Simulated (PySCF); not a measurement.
Structure problem from calculated spectra and properties.

Formula: C3H11NOP2Si.

| Property | Result |
| --- | --- |
| 1H NMR | chemical shifts (computed TMS as zero) by class: 5.54 (1 H), 3.25 (3 H), 3.09 (3 H), 1.29 (4 H) ppm [GIAO PBE0/pcSseg-1] |
| Dipole | 3.37 D [PBE0/pcSseg-1] |
| 13C NMR | chemical shifts (computed TMS as zero) by class: 182.1 (1 C), 40.2 (1 C), 33.1 (1 C) ppm [GIAO PBE0/pcSseg-1] |
| NMR, other nuclei | isotropic shieldings of nuclei other than C and H, by class: 129 (1 N), -156 (1 O), 372 (1 Si), 607 (2 P) ppm [GIAO PBE0/pcSseg-1] |
| Rotational structure | rotational constants A, B, C: 1.370, 0.896, 0.585 GHz [GFN2-xTB] |

The electronic properties come from PySCF, for the isolated species, density fitting. Levels stand in brackets. One conformer (not necessarily the lowest) at the GFN2-xTB geometry, without solvent, vibrations or thermal averaging. NMR values are class means; diastereotopic atoms form classes of their own.

Question: Give a SMILES that accounts for the data.

Answer: Numbering: `[CH3:1][N:2]([CH3:3])[C:4](=[O:5])[SiH:6]([PH2:7])[PH2:8]`. 3 carbons fall into 3 classes; from least to most shielded: carbonyl carbon [C4] (182.1 ppm), N-methyl carbon [C1] (40.2 ppm), N-methyl carbon [C3] (33.1 ppm). Hydrogen classes from least to most shielded: 1 H on an SiH silicon, Si6 (5.54 ppm), 3 H on an N-methyl carbon, C1 (3.25 ppm, a mean of values up to 1.2 ppm apart in this geometry), 3 H on an N-methyl carbon, C3 (3.09 ppm, a mean of values up to 2.7 ppm apart in this geometry), 4 H on 2 like atoms (three-coordinate phosphorus), P7/P8 (1.29 ppm, a mean of values up to 0.7 ppm apart in this geometry). The other shieldings belong to: 129 ppm, nitrogen bound to a carbonyl carbon [N2]; -156 ppm, carbonyl oxygen [O5]; 372 ppm, SiH silicon [Si6]; 607 ppm, three-coordinate phosphorus [P7/P8]. The optimised geometry has point group C1 and is an asymmetric top. Structure: `CN(C)C(=O)[SiH](P)P`. The assignments are read from this structure; whether some other isomer fits the data as well wasn't checked.

The values belong to the conformer `[CH3:1][N:2]([CH3:3])[C:4](=[O:5])[SiH:6]([PH2:7])[PH2:8]`: C1–N2–C4–O5 -179°, N2–C4–Si6–P7 56°, H–P7–Si6–C4 69°, H–P7–Si6–C4 161°, H–P8–Si6–C4 169°, H–P8–Si6–C4 76°.
